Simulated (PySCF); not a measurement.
CuI, SMILES [Cu][I], multiplicity 1. The structure is a stationary point at PBE0-D3(BJ)/def2-TZVP. The spin state was assumed, not searched. The def2 effective core potentials stand for the cores of I; spin–orbit coupling is left out.

Computed equilibrium geometry at PBE0-D3(BJ)/def2-TZVP (PySCF confirms it by a frequency run) as a Z-matrix, and its point group:
point group C∞v.
```
Cu
I 1 2.3759
```
